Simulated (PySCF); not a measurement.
C4H10Cd, SMILES C[CH2][Cd][CH2]C.

The structure is a stationary point at B3LYP-D3(BJ)/def2-SVP. The isomer is the one that the SMILES or the coordinates give; other isomers of the formula were not compared. The def2 effective core potentials stand for the cores of Cd; spin–orbit coupling is left out. Other conformers were not sampled.

Two levels are set side by side: TDA-PBE/def2-SVPD (PySCF) and TDA-M06-2X/def2-SVPD (PySCF). Vertical, same geometry. The lowest singlet is HOMO→LUMO 100 % with PBE and HOMO→LUMO 98 % with the other functional; states are paired by order. Differences are taken from unrounded values.

| quantity | TDA-PBE |
|---|---|
| lowest singlet excitation (eV) | 4.35 |
| lowest triplet excitation (TDA) (eV) | 4.20 |
| first bright state (f over 0.05) (eV) | 5.35 |
| its oscillator strength | 0.27 |

**Question.** These are the TDA-PBE values. What does TDA-M06-2X give? (The exact figures need the calculation; the answer reports its results.)

**Answer.** 
```tsv
quantity	TDA-M06-2X	TDA-PBE minus TDA-M06-2X
lowest singlet excitation (eV)	4.67	-0.32
lowest triplet excitation (TDA) (eV)	4.43	-0.23
first bright state (f over 0.05) (eV)	5.68	-0.33
its oscillator strength	0.42	-0.15
```

A lower first singlet is the usual sign of a functional without exact exchange. Differences between two approximate levels are no errors against the true value.

Rough cost on one machine, each run with all the roots and properties that it gave: TDA-M06-2X against TDA-PBE about 7 times.
